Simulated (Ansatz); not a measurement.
Basis-set extrapolation for C2H9NSi2, SMILES `C[Si]1(N)C[SiH2]1` (PBE0-D4/def2-TZVP geometry, frozen core, the Gaussian-basis code of Ansatz). Multiplicity 1, RHF reference.

|  | def2-TZVPP | def2-QZVPP |
| --- | --- | --- |
| HF | -713.355887 | -713.380273 |
| MP2 correlation | -0.811763 | -0.866642 |
| CCSD(T) correlation | -0.906234 | not run |

Energies in hartree. Use E(X) = E(∞) + A·exp(−7.88·√X) for Hartree–Fock and E(X) = E(∞) + B·X^(−2.97) for correlation, with X = 3 and 4, and add CCSD(T) minus MP2 of the smaller set to the MP2 limit.

Problem. What is the CCSD(T) energy at the basis-set limit?

Solution. HF limit: -713.380273 + (-0.024386) × 0.13774 = -713.38363. MP2 limit: -0.866642 + (-0.054879) × 0.74074 = -0.90729. Higher-order term: -0.906234 − (-0.811763) = -0.09447. Total: -714.38539 hartree, 323.6 kJ/mol below CCSD(T)/def2-TZVPP.
